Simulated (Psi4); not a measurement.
C4H5 (SMILES C=C1[CH]C1), doublet (typed; the unrestricted solution is spin-contaminated), geometry from GFN2-xTB; CCSD(T)/STO-3G in Psi4.

The Psi4 input:
```
memory 2 GB

molecule {
0 2
C    -0.00487805   -0.07714410    0.26394931
C     0.19855614   -0.71836459   -0.91636831
C    -0.06383047    0.73604089   -0.99191477
C    -0.10307189   -0.06938417    1.60220965
H     0.40079764   -1.59828163   -1.47223199
H     0.74883323    1.41662743   -1.23105220
H    -1.02322444    1.09027825   -1.35918325
H     0.02216024   -0.97349051    2.17299880
H    -0.30922107    0.83797828    2.14221335
}

set {
  basis sto-3g
  reference uhf
  freeze_core true
  mp2_type conv
  scf_type pk
  puream true
  d_convergence 1e-8
}

energy('ccsd(t)')
print_variables()
```

Question: What does Psi4 print? Leave out banner, timings and long lists.

Answer: 
```
   => Loading Basis Set <=

    Name: STO-3G
    Role: ORBITAL
    Keyword: BASIS

         ---------------------------------------------------------
                                   SCF
               by Justin Turney, Rob Parrish, Andy Simmonett
                          and Daniel G. A. Smith
                              UHF Reference
         ---------------------------------------------------------

  ==> Geometry <==

    Molecular point group: c1
    Full point group: C1

    Geometry (in Angstrom), charge = 0, multiplicity = 2:

       Center              X                  Y                   Z               Mass
    ------------   -----------------  -----------------  -----------------  -----------------
         C           -0.007883326457    -0.062681904540     0.268677272494    12.000000000000
         C            0.195550863543    -0.703902394540    -0.911640347506    12.000000000000
         C           -0.066835746457     0.750503085460    -0.987186807506    12.000000000000
         C           -0.106077166457    -0.054921974540     1.606937612494    12.000000000000
         H            0.397792363543    -1.583819434540    -1.467504027506     1.007825032230
         H            0.745827953543     1.431089625460    -1.226324237506     1.007825032230
         H           -1.026229716457     1.104740445460    -1.354455287506     1.007825032230
         H            0.019154963543    -0.959028314540     2.177726762494     1.007825032230
         H           -0.312226346457     0.852440475460     2.146941312494     1.007825032230

  Running in c1 symmetry.

  Rotational constants: A =      0.75620  B =      0.23867  C =      0.18807 [cm^-1]
  Rotational constants: A =  22670.24110  B =   7155.26462  C =   5638.22940 [MHz]
  Nuclear repulsion =  102.595058623871168

  Charge       = 0
  Multiplicity = 2
  Electrons    = 29
  Nalpha       = 15
  Nbeta        = 14

  ==> Algorithm <==

  SCF Algorithm Type is PK.
  DIIS enabled.
  MOM disabled.
  Fractional occupation disabled.
  Guess Type is SAD.
  Energy threshold   = 1.00e-08
  Density threshold  = 1.00e-08
  Integral threshold = 1.00e-12

  ==> Primary Basis <==

  Basis Set: STO-3G
    Blend: STO-3G
    Number of shells: 17
    Number of basis functions: 25
    Number of Cartesian functions: 25
    Spherical Harmonics?: true
    Max angular momentum: 1

  ==> Integral Setup <==

  Using in-core PK algorithm.
   Calculation information:
      Number of atoms:                   9
      Number of AO shells:              17
      Number of primitives:             51
      Number of atomic orbitals:        25
      Number of basis functions:        25

      Integral cutoff                 1.00e-12
      Number of threads:                 1

  Performing in-core PK
  Using 105950 doubles for integral storage.
  We computed 11469 shell quartets total.
  Whereas there are 11781 unique shell quartets.

  ==> DiskJK: Disk-Based J/K Matrices <==

    J tasked:                  Yes
    K tasked:                  Yes
    wK tasked:                  No
    Schwarz Cutoff:          1E-12

  Minimum eigenvalue in the overlap matrix is 1.9872495765E-01.
  Reciprocal condition number of the overlap matrix is 7.8872614820E-02.
    Using symmetric orthogonalization.

  ==> Pre-Iterations <==

  SCF Guess: Superposition of Atomic Densities via on-the-fly atomic UHF (no occupation information).

   -------------------------
    Irrep   Nso     Nmo
   -------------------------
     A         25      25
   -------------------------
    Total      25      25
   -------------------------

  ==> Iterations <==

                        Total Energy        Delta E     RMS |[F,P]|

   @UHF iter SAD:  -149.55865224412287   -1.49559e+02   0.00000e+00
   @UHF iter   1:  -152.33311492505629   -2.77446e+00   5.74878e-03 ADIIS/DIIS
   @UHF iter   2:  -152.36076213877695   -2.76472e-02   3.11215e-03 ADIIS/DIIS
   @UHF iter   3:  -152.37185514308663   -1.10930e-02   2.10111e-03 ADIIS/DIIS
   @UHF iter   4:  -152.37968410654122   -7.82896e-03   1.14654e-03 ADIIS/DIIS
   @UHF iter   5:  -152.38251235589578   -2.82825e-03   3.46398e-04 ADIIS/DIIS
   @UHF iter   6:  -152.38269056557999   -1.78210e-04   1.66848e-04 ADIIS/DIIS
   @UHF iter   7:  -152.38274115206457   -5.05865e-05   5.80245e-05 DIIS
   @UHF iter   8:  -152.38274668852273   -5.53646e-06   2.31846e-05 DIIS
   @UHF iter   9:  -152.38274745791574   -7.69393e-07   1.14628e-05 DIIS
   @UHF iter  10:  -152.38274768854919   -2.30633e-07   4.50856e-06 DIIS
   @UHF iter  11:  -152.38274772113019   -3.25810e-08   1.60478e-06 DIIS
   @UHF iter  12:  -152.38274772424273   -3.11255e-09   7.47306e-07 DIIS
   @UHF iter  13:  -152.38274772522320   -9.80464e-10   1.69158e-07 DIIS
   @UHF iter  14:  -152.38274772525605   -3.28555e-11   5.52253e-08 DIIS
   @UHF iter  15:  -152.38274772526069   -4.63274e-12   1.36395e-08 DIIS
   @UHF iter  16:  -152.38274772526086   -1.70530e-13   5.06472e-09 DIIS
  Energy and wave function converged.

  ==> Post-Iterations <==

   @Spin Contamination Metric:   2.834914081E-01
   @S^2 Expected:                7.500000000E-01
   @S^2 Observed:                1.033491408E+00
   @S   Expected:                5.000000000E-01
   @S   Observed:                5.000000000E-01

    Orbital Energies [Eh]
    ---------------------

    Alpha Occupied:

[...]
    Alpha Virtual:

[...]
      25A      1.194730

    Beta Occupied:

[...]
    Beta Virtual:

[...]
    Final Occupation by Irrep:
              A
    DOCC [    14 ]
    SOCC [     1 ]
    NA   [    15 ]
    NB   [    14 ]

  @UHF Final Energy:  -152.38274772526086

   => Energetics <=

    Nuclear Repulsion Energy =            102.5950586238711679
    One-Electron Energy =                -408.6430195114351136
    Two-Electron Energy =                 153.6652131623030755
    Total Energy =                       -152.3827477252608560

  UHF NO Occupations:
  HONO-2 :   13  A 1.9957206
  HONO-1 :   14  A 1.8621068
[...]
     4        -0.250771930029128    1.106e-02    0.041333    0.000000    0.000000    0.000000
     5        -0.251022979995350    3.717e-03    0.042282    0.000000    0.000000    0.000000
     6        -0.251046204764052    1.156e-03    0.042361    0.000000    0.000000    0.000000
     7        -0.251069182061905    3.331e-04    0.042386    0.000000    0.000000    0.000000
     8        -0.251076465606058    1.396e-04    0.042399    0.000000    0.000000    0.000000
     9        -0.251073599524379    5.677e-05    0.042400    0.000000    0.000000    0.000000
    10        -0.251072975086596    2.664e-05    0.042400    0.000000    0.000000    0.000000
    11        -0.251072779011129    1.575e-05    0.042400    0.000000    0.000000    0.000000
    12        -0.251073278274572    9.145e-06    0.042401    0.000000    0.000000    0.000000
    13        -0.251073206552618    5.232e-06    0.042401    0.000000    0.000000    0.000000
    14        -0.251073006350555    1.974e-06    0.042400    0.000000    0.000000    0.000000
    15        -0.251072878279801    8.646e-07    0.042400    0.000000    0.000000    0.000000
    16        -0.251072834010890    3.699e-07    0.042400    0.000000    0.000000    0.000000
    17        -0.251072817163635    1.455e-07    0.042400    0.000000    0.000000    0.000000
    18        -0.251072812862491    5.990e-08    0.042400    0.000000    0.000000    0.000000

    Iterations converged.

    Largest TIA Amplitudes:
              8   0         0.1227107565
              5   0         0.0510309230
             10   0         0.0169151520
              9   1         0.0101758396
              8   6         0.0099115108
              1   3         0.0092954452
              7   1        -0.0090941743
              0   2         0.0077005728
              2   2         0.0062935307
              4   5         0.0060673416

    Largest Tia Amplitudes:
              9   1        -0.1270363530
              5   1        -0.0417129190
              7   2         0.0130809980
              5   0         0.0127570373
              9   0        -0.0117079735
              8   3         0.0083756190
              2   3        -0.0066433476
              1   4        -0.0059819950
              8   9         0.0058578850
              0   3        -0.0055733927

    Largest TIJAB Amplitudes:
     10   7   1   0        -0.0177679714
      8   4   9   0        -0.0131713752
     10   7   5   0         0.0119794874
     10   7   3   0         0.0111420324
     10   4   8   0        -0.0097243287
     10   9   2   0        -0.0095380377
     10   4   5   0        -0.0093061352
      9   5   6   1         0.0092244225
     10   7   4   0         0.0089887871
     10   4   7   0        -0.0089219337

    Largest Tijab Amplitudes:
      9   7   2   0         0.0143946841
      9   8   2   0        -0.0123385717
      9   4  10   1        -0.0122237810
      9   7   9   0        -0.0115394639
      9   4   6   0         0.0106342904
      9   7   2   1        -0.0099063959
      9   7   4   0        -0.0096483099
      9   6   2   1        -0.0093140327
      7   5   2   0        -0.0089544382
      8   5   7   2         0.0089082507

    Largest TIjAb Amplitudes:
     10   9   0   0         0.1593353297
      8   9   0   1        -0.1071306450
      9   8   1   2        -0.0676890197
     10   5   0   0         0.0583523395
      8   9   0   0        -0.0535829680
      5   9   0   1        -0.0489077518
      5   5   6   7        -0.0462404487
      8   5   0   1        -0.0378294223
      7   7   1   2        -0.0333225226
      3   3   2   3        -0.0253001232

    SCF energy       (wfn)                    = -152.382747725260856
    Reference energy (file100)                = -152.382747725261083

    Opposite-spin MP2 correlation energy      =   -0.152509892113814
    Same-spin MP2 correlation energy          =   -0.029167483758420
    Singles MP2 correlation energy            =   -0.000000000000000
    MP2 correlation energy                    =   -0.181677375872234
      * MP2 total energy                      = -152.564425101133310

    Opposite-spin CCSD correlation energy     =   -0.224641379211746
    Same-spin CCSD correlation energy         =   -0.026431433650745
    Singles CCSD correlation energy           =    0.000000000000000
    CCSD correlation energy                   =   -0.251072812862491
      * CCSD total energy                     = -152.633820538123587

            **************************
            *                        *
            *        CCTRIPLES       *
            *                        *
            **************************

    Wave function   =    CCSD_T
    Reference wfn   =      UHF

    Nuclear Rep. energy (wfn)                =  102.595058623871168
    SCF energy          (wfn)                = -152.382747725260856
    Reference energy    (file100)            = -152.382747725261083
    CCSD energy         (file100)            =   -0.251072812862491
    Total CCSD energy   (file100)            = -152.633820538123587

    Number of ijk index combinations:
    Spin Case AAA:                                 165
    Spin Case BBB:                                 120
    Spin Case AAB:                                 550
    Spin Case ABB:                                 495
    AAA (T) energy                             =   -0.000040708211638
    BBB (T) energy                             =   -0.000053664170723
    AAB (T) energy                             =   -0.001458949720603
    ABB (T) energy                             =   -0.001533442413436
    (T) energy                                   =   -0.003086764516400
      * CCSD(T) total energy                     = -152.636907302639969

  Variable Map:
  ----------------------------------------------------------------------------
[...]
  Array Variable Map:
  ----------------------------------------------------------------------------
[...]
[...]
```
